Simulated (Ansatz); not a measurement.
One geometry of [InH4]- (InH4⁻), several levels of theory.

```yaml
crystal:
  periodic: [false, false, false]
  atoms:
    - {symbol: In, position_ang: [0.000000, 0.000000, -0.000002]}
    - {symbol: H, position_ang: [0.026145, -0.035055, 1.793808]}
    - {symbol: H, position_ang: [1.684247, -0.007430, -0.618810]}
    - {symbol: H, position_ang: [-0.838320, 1.484666, -0.559154]}
    - {symbol: H, position_ang: [-0.872072, -1.442180, -0.615852]}
basis:
  gaussian: {orbitals: def2-SVPD, initial_orbitals: start.molden}
total_charge: -1
hamiltonian: {xc: pbe0, dispersion: d4}
scf: {omitted_lower_state_checks: [starts]}
output: {orbitals: {seedname: orbitals}}
```

The file start.molden holds the orbitals of an earlier run on this structure, at another level or in another basis.

```sh
$ ansatz run in.yaml --threads 4 --pin off --events-out ev --progress --plain --max-ram 3916MiB
```

It prints (some lines left out):

```
Functional definition: PBE0
671 factors; their error is unknown
mean field evaluation 1: about -5238.3472 eV, gradient 2.3e1 eV
mean field evaluation 2: about -5238.4468 eV, gradient 9.5e-2 eV
mean field evaluation 4: about -5238.5217 eV, gradient 8.1e-5 eV
mean field evaluation 8: about -5238.5217 eV, gradient 9.8e-6 eV
mean field -5238.52174896 eV, -192.5121234765 hartree, gradient 9.8e-6 eV, S^2 0.000000; 0 other end points of the search recorded, 0 dependent functions left out
reference -5238.52178367 eV, -192.5121247521 hartree; 13, 13 occupied and 51, 51 virtual orbitals, 671 factors
Total energy: -5238.60380717 eV, -192.5151390602 hartree
Checks for a lower state left out: starts
```

Hardware: 4 threads of Arm Neoverse V2 on a shared host. Wall time 0.3 s.

As the first input, with `gaussian: {orbitals: def2-TZVPD, initial_orbitals: start.molden}`, `hamiltonian: {xc: pbe, dispersion: d4}` (abridged; 0.35 s):

```
Functional definition: PBE
mean field -5238.64874615 eV, -192.5167905375 hartree, gradient 2.4e-5 eV, S^2 0.000000
Total energy: -5238.74680722 eV, -192.5203942152 hartree
Checks for a lower state left out: starts
```

As the first input, with `gaussian: {orbitals: def2-TZVPD, initial_orbitals: start.molden}`, `hamiltonian: {xc: lda}` (abridged; 0.25 s):

```
Functional definition: SPW92
mean field -5229.04372859 eV, -192.1638126525 hartree, gradient 1.8e-6 eV, S^2 0.000000
Total energy: -5229.04377803 eV, -192.1638144695 hartree
Checks for a lower state left out: starts
```

First input, but with `gaussian: {orbitals: def2-TZVPD, initial_orbitals: start.molden}`, `hamiltonian: {xc: {name: B2PLYP}}` and without the key `output` (abridged; 0.7 s):

```
Functional definition: B2PLYP
mean field -5229.86833445 eV, -192.1941163590 hartree, gradient 1.9e-6 eV, S^2 0.000000
4 core orbitals not correlated: weight in the atoms' cores, before any rotation towards them, 1.000 or more for the frozen orbitals, at most 0.000 for the correlated occupied ones
second order -10.83270525 eV of doubles, -0.00000000 eV of singles
Total energy: -5232.79332390 eV, -192.3016077387 hartree
Checks for a lower state left out: starts
```

First input, but with `gaussian: {orbitals: def2-TZVPD, initial_orbitals: start.molden}`, `hamiltonian: {xc: {name: BLYP}, dispersion: d4}` (abridged; 0.45 s):

```
Functional definition: BLYP
mean field -5237.42182560 eV, -192.4717020389 hartree, gradient 2.5e-5 eV, S^2 0.000000
Total energy: -5237.63556724 eV, -192.4795568992 hartree
Checks for a lower state left out: starts
```

First input, but with `gaussian: {orbitals: STO-3G}`, `hamiltonian: {xc: hf}` (abridged; 0.1 s):

```
Functional definition: HF
mean field -154697.48460159 eV, -5685.0277013871 hartree, gradient 3.1e-6 eV, S^2 0.000000
Total energy: -154697.48460159 eV, -5685.0277013871 hartree
Checks for a lower state left out: starts
```

As the first input, with `gaussian: {orbitals: def2-TZVPD, initial_orbitals: start.molden}` and without the key `scf` (abridged; 0.55 s):

```
Functional definition: PBE0
mean field evaluation 16: about -5238.7978 eV, gradient 2.2e-4 eV
mean field -5238.79782802 eV, -192.5222691952 hartree, gradient 1.4e-5 eV, S^2 0.000000; 1 other end points of the search recorded, 0 dependent functions left out
Total energy: -5238.87989266 eV, -192.5252850148 hartree
```

Geometry: PBE-D4/def2-TZVPD.

In the def2 sets In takes a core potential, while STO-3G treats all electrons; there is no spin–orbit coupling. Correlated methods freeze 4 core orbitals; core or outer-core shells of In are correlated, in sets that lack core-valence functions.
